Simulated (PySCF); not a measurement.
# Frontier orbitals and the lowest excitations

Compound: C₉H₁₆.
Cartesian coordinates in Å at the PBE0-D3(BJ)/def2-SVP level; atoms count from 1:
```xyz
25
C9H16 angstrom
C     -1.4768   -0.5163    1.9709
C     -1.2661   -0.2084    0.6852
C     -2.2042    0.6770   -0.0851
C     -0.1173   -0.7828   -0.0879
C     -0.3425   -1.8607   -0.8490
C      1.2462   -0.0960    0.0305
C      2.2418   -0.6374   -0.9946
C      1.0940    1.4160   -0.1825
C      1.8113   -0.3387    1.4383
H     -2.3313   -0.1050    2.5168
H     -0.8181   -1.1994    2.5121
H     -2.6586    0.1118   -0.9155
H     -3.0090    1.0678    0.5541
H     -1.6756    1.5274   -0.5429
H     -1.3339   -2.3213   -0.8801
H      0.4352   -2.3257   -1.4577
H      2.4415   -1.7090   -0.8441
H      1.8791   -0.4960   -2.0243
H      3.2017   -0.1071   -0.8979
H      0.7023    1.6422   -1.1865
H      0.4187    1.8615    0.5635
H      2.0729    1.9110   -0.0833
H      2.8010    0.1360    1.5340
H      1.9272   -1.4154    1.6362
H      1.1579    0.0865    2.2133
```

The calculation used PySCF 2.14.0, density-fitted response routines, TDDFT CAM-B3LYP/def2-SVPD, vertical, gas phase, core orbitals frozen in the response.

Kohn–Sham orbitals with the atoms that hold most of them (Löwdin shares over 4%, at most four atoms; ? is withheld):

```csv
orbital,ε (eV),atoms
HOMO-3,-10.68,"C6 23%, C8 16%, C7 12%, C9 10%"
HOMO-2,-10.19,"C4 15%, C6 14%, C2 12%, C7 11%"
HOMO-1,-8.75,?
HOMO,?,?
LUMO,1.21,"C1 12%, C2 12%, C5 6%, C9 6%"
LUMO+1,1.30,"C5 16%, C4 12%, C1 11%, C2 10%"
LUMO+2,1.58,"C5 19%, C4 17%, C1 12%, C2 11%"
```

Give the leading atoms of the HOMO-1.

C5 (bonded to C and 2 H) 22%; C4 (bonded to 3 C) 20%; C2 (bonded to 3 C) 16%; C1 (bonded to C and 2 H) 16%.

Which atoms hold the HOMO, and with what shares?

C1 (bonded to C and 2 H) 23%; C2 (bonded to 3 C) 19%; C5 (bonded to C and 2 H) 18%; C4 (bonded to 3 C) 16%.

What is the HOMO energy, and the HOMO–LUMO gap?

ε(HOMO) = -8.33 eV; the gap is 9.55 eV (0.3508 hartree).

How does S1 compare with the orbital gap of 9.55 eV?

S1 is at 6.42 eV (f = 0.080), 3.12 eV below the gap, made of HOMO→LUMO+1 (50%), HOMO→LUMO (37%). Its leading pair isn't HOMO and LUMO; the energies of that pair differ by 9.63 eV. Without the coupling terms of the response equations the lowest excitation would equal the gap.

Next come S2 at 6.60 eV (f 0.0013), HOMO→LUMO+2 (47%), HOMO-1→LUMO+1 (24%), HOMO-1→LUMO (22%); S3 at 6.95 eV (f 0.011), HOMO→LUMO+1 (39%), HOMO→LUMO (36%); S4 at 7.15 eV (f 0.171), HOMO-1→LUMO (40%), HOMO→LUMO+2 (33%), HOMO-1→LUMO+1 (9%); S5 at 7.30 eV (f 0.131), HOMO-1→LUMO+1 (49%), HOMO-1→LUMO (14%), HOMO→LUMO+3 (8%).

Löwdin shares depend on the basis, the more so with diffuse functions.

One conformer stands for the species.
